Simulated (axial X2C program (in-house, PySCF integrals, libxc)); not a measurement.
## Nuclear properties of CsCl⁻

Computed with an axial X2C code built on PySCF integrals: two-component X2C with atomic mean-field Coulomb and Gaunt terms, Gaussian nuclei, basis Cs dyall-acv3z, Cl dyall-av3z with contracted cores.

R = 3.039 Å (near the PBE0 minimum at charge -1 of the determinant lowest at the starting distance; the state shown can have its own minimum elsewhere).

Input and command:
```json
{"zs": [55, 17], "q": -1, "bas": ["dyall-acv3z", "dyall-av3z"], "r0": 3.31, "levels": ["PBE0", "HF", "r2SCAN", "PBE", "BHandHLYP"], "nst": 3}
```
```bash
python soeom.py task.json out
```

Keys: zs atomic numbers; q charge; bas basis sets; r0 starting distance in Å; levels methods; nst determinants followed.

Determinant 0.00 eV from it at PBE0 and this distance, Ω = 3/2 (⟨Sz⟩ = 0.50, ⟨Lz⟩ = 1.00 at PBE0), spin on the atoms Cs 0.50, Cl 0.00:

```json
{"level": "PBE0", "Eeff magnitude (GV/cm)": "0.0402", "Ws magnitude Cs (kHz)": "0.0137", "A∥/gI Cs (MHz)": "2.95", "qzz Cs (a.u.)": "-1.07", "A∥/gI Cl (MHz)": "-0.0524", "qzz Cl (a.u.)": "0.09"}
{"level": "HF", "Eeff magnitude (GV/cm)": "0.0109", "Ws magnitude Cs (kHz)": "0.00363", "A∥/gI Cs (MHz)": "2.11", "qzz Cs (a.u.)": "-1.21", "A∥/gI Cl (MHz)": "0.0276", "qzz Cl (a.u.)": "-0.06"}
{"level": "PBE", "Eeff magnitude (GV/cm)": "0.0616", "Ws magnitude Cs (kHz)": "0.0205", "A∥/gI Cs (MHz)": "4.62", "qzz Cs (a.u.)": "-1.05", "A∥/gI Cl (MHz)": "-0.125", "qzz Cl (a.u.)": "0.12"}
{"level": "BHandHLYP", "Eeff magnitude (GV/cm)": "0.00865", "Ws magnitude Cs (kHz)": "0.000776", "A∥/gI Cs (MHz)": "3.77", "qzz Cs (a.u.)": "-1.17", "A∥/gI Cl (MHz)": "0.0591", "qzz Cl (a.u.)": "0.01"}
```

Determinant 0.74 eV from it at PBE0 and this distance, Ω = 5/2 (⟨Sz⟩ = 0.50, ⟨Lz⟩ = 2.00 at PBE0), spin on the atoms Cs 0.50, Cl 0.00:

```
    level  Eeff magnitude (GV/cm)  Ws magnitude Cs (kHz)  A∥/gI Cs (MHz)  qzz Cs (a.u.)  A∥/gI Cl (MHz)  qzz Cl (a.u.)
     PBE0                 0.00376               0.000877           -2.93          -0.99          -0.149           0.10
       HF                 0.00729                0.00194           -3.02          -1.14           -0.28          -0.05
   r2SCAN                  0.0245                0.00759           0.529          -1.05        -0.00369           0.04
      PBE                 0.00274               0.000526           -2.32          -0.96         -0.0903           0.13
BHandHLYP                 0.00967                0.00233           -2.33          -1.10          -0.023           0.02
```

Eeff is the effective electric field on the electron electric dipole moment in this Ω state and Ws the scalar–pseudoscalar constant of the nucleus named (defined with the proton number Z and per Ω); A∥ (defined per Ω) follows by multiplying with gI = μI/(I μN); qzz is the electric field gradient, eQq0 = 234.96 MHz × Q/barn × qzz. The operators were transformed with the bare-nucleus X2C matrices; with these basis sets, hyperfine constants and field gradients can be off by tens of per cent, and where levels differ in sign neither size nor sign is settled.

(1) With Q(133Cs) = -0.00343 barn (Q from Pyykkö, Mol. Phys. 2018), turn the PBE0 values of the first state into constants in MHz.

Each state is one determinant with collinear spin. Unrestricted Hartree–Fock can overshoot spin polarisation at the nuclei. In the state Ω = 5/2 the sign of Eeff differs between levels (r2SCAN, BHandHLYP against PBE0). For an anion, determinants above electron detachment, or with a positive highest level, are held by the basis set. Where Eeff spreads by more than a factor of two the levels disagree and none is to be relied on. Left out as unconverged or as another state under the same occupation: r2SCAN in at least one table. At BHandHLYP, PBE, PBE0 a later determinant lies lower. States lie within half an eV, so the first need not be the ground state. The sign of Ws at Cs differs between levels in the second state. Further determinants of the search, some of them spin-mixed, are not shown. Where a field gradient or hyperfine factor spreads by more than a factor of two over the levels, a constant derived from it is not to be relied on. PBE0 term energies can be off by some tenths of an eV.

## Answers

(1) eQq0(133Cs) = 234.96 × (-0.00343) × (-1.07) = 0.862 MHz.
